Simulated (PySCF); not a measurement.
Correlation energy of Ar (argon, neutral)

[Ar], closed-shell 1S. Computed with PySCF 2.14 in aug-cc-pVDZ-DK, with scalar relativity by spin-free X2C-1e. Frozen: [Ne]; 8 electrons correlated.

MP2 pair energies summed by pair of shells (mhartree):

```csv
pair,energy,share (%)
3p-3p,-125.01,81.0
3s-3p,-22.80,14.8
3s-3s,-6.61,4.3
```

Total MP2 correlation energy: -154.41 mhartree.

Same-spin part -42.39 and opposite-spin part -112.02 mhartree; SCS-MP2 scales them by 1/3 and 6/5 to -148.55 mhartree.

| level | correlation energy (mhartree) |
| --- | --- |
| CCSD | -166.22 |
| (T) | -2.53 |
| CCSD(T) | -168.75 |

Diagnostics: T1 = 0.0038, D1 = 0.0059, largest double amplitude 0.036.

Cost of the coupled-cluster step: 0.14 s of wall time on 1 thread of Neoverse-N1 (shared host), for 8 correlated electrons.

Iterations:

```
CC2 = 0
CCSD nocc = 4, nmo = 22
frozen orbitals [0, 1, 2, 3, 4]
max_cycle = 100
direct = 0
conv_tol = 1e-08
conv_tol_normt = 1e-06
diis_space = 8
diis_start_cycle = 0
Init t2, MP2 energy = -528.761530330346  E_corr(MP2) -0.154409337909493
Init E_corr(CCSD) = -0.154409337914573
cycle = 1  E_corr(CCSD) = -0.164362090740309  dE = -0.00995275283  norm(t1,t2) = 0.0181944
cycle = 2  E_corr(CCSD) = -0.165752243316898  dE = -0.00139015258  norm(t1,t2) = 0.00462646
cycle = 3  E_corr(CCSD) = -0.166207476960929  dE = -0.000455233644  norm(t1,t2) = 0.00156305
cycle = 4  E_corr(CCSD) = -0.1662242775168  dE = -1.68005559e-05  norm(t1,t2) = 0.00018855
cycle = 5  E_corr(CCSD) = -0.166217882579382  dE = 6.39493742e-06  norm(t1,t2) = 5.54765e-05
cycle = 6  E_corr(CCSD) = -0.16621794490182  dE = -6.2322438e-08  norm(t1,t2) = 6.12623e-06
cycle = 7  E_corr(CCSD) = -0.166218029232241  dE = -8.43304213e-08  norm(t1,t2) = 1.36538e-06
cycle = 8  E_corr(CCSD) = -0.166218035080458  dE = -5.84821663e-09  norm(t1,t2) = 2.40093e-07
CCSD converged
E(CCSD) = -528.7733390275165  E_corr = -0.1662180350804576
CCSD(T) correction = -0.00252658068552334
```
